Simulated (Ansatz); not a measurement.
`CC(N)BF` + `NC[O][InH2]` → `FB[O][InH2]` + `CC(N)CN`  (formal exchange of groups at a B–C bond)

Calculated with Ansatz (gas phase, PBE0-D4/def2-TZVP geometries, no zero-point term in ΔE). CCSD(T)/CBS is the MP2 limit (def2-TZVPP, def2-QZVPP) plus CCSD(T) − MP2 in def2-TZVPP, frozen cores. def2 core potentials past Kr. For In outer-core shells are correlated without core-valence functions, which leaves a few kJ/mol of doubt a bond. Each species was taken in one conformer, which may not be the lowest.

`CC(N)BF`:

Cartesian coordinates in Å:
```
C 1.065 -0.778 0.357
C -0.186 0.084 0.216
N -1.275 -0.687 -0.356
B 0.089 1.418 -0.547
F -0.816 1.902 -1.386
H 1.891 -0.210 0.791
H 0.873 -1.638 1.005
H 1.376 -1.161 -0.617
H -0.416 0.468 1.239
H -2.050 -0.098 -0.632
H -1.624 -1.379 0.295
H 1.074 2.080 -0.365
```

`NC[O][InH2]`:

Cartesian coordinates in Å:
```
N 0.750 1.779 0.047
C -0.326 0.848 -0.121
O 0.066 -0.379 -0.686
In -0.342 -2.157 0.109
H 1.202 1.949 -0.843
H 1.452 1.401 0.672
H -1.066 1.316 -0.782
H -0.802 0.709 0.862
H -1.154 -2.035 1.613
H 0.221 -3.431 -0.871
```

`FB[O][InH2]`:

Cartesian coordinates in Å:
```
F -0.983 0.488 -1.076
B -1.263 -0.526 -0.173
O -0.318 -0.826 0.684
In 1.292 0.411 0.310
H -2.344 -1.025 -0.268
H 1.223 1.809 1.279
H 2.393 -0.330 -0.757
```

`CC(N)CN`:

Z-matrix (Å, degrees):
```
C
C 1 1.516
H 1 1.094 2 111.0
H 1 1.093 2 110.9 3 -119.7
H 1 1.093 2 110.7 3 119.5
N 2 1.459 1 109.2 3 -62.2
C 2 1.532 1 112.4 3 177.7
H 2 1.103 1 107.9 3 60.1
H 6 1.013 2 110.7 1 169.5
H 6 1.012 2 111.0 1 50.6
N 7 1.449 2 116.1 1 60.9
H 7 1.097 2 107.9 1 -177.4
H 7 1.094 2 109.1 1 -62.6
H 11 1.012 7 110.6 2 -72.1
H 11 1.015 7 108.6 2 44.8
```

```json
{"level": "SCS-MP2/def2-TZVPP", "ΔE (eV)": "-2.24"}
{"level": "CCSD/def2-TZVPP", "ΔE (eV)": "-2.22"}
```

(1) What does CCSD(T)/CBS give? (An estimate is asked.)

Largest T1 diagnostic among the species: 0.016.

## Answers

(1) The calculation gave: -2.21 eV. The listed levels differ from it by -0.03, -0.01 eV.

In def2-TZVPP, CCSD(T) changes the Hartree–Fock value by −0.07 eV (the triples alone add −0.00 eV) and MP2 by −0.12 eV. The D4 term adds −0.05 eV with B3LYP and −0.02 eV with PBE0; it sums over pairs of atoms, weighted by their polarisabilities, and B3LYP, whose exchange is more repulsive, gets the larger term. From PBE to PBE0 (25 % exact exchange), in def2-TZVPP and without D4, ΔE moves by −0.09 eV.

B3LYP here is the variant with VWN-RPA as its local correlation; programs differ in this.
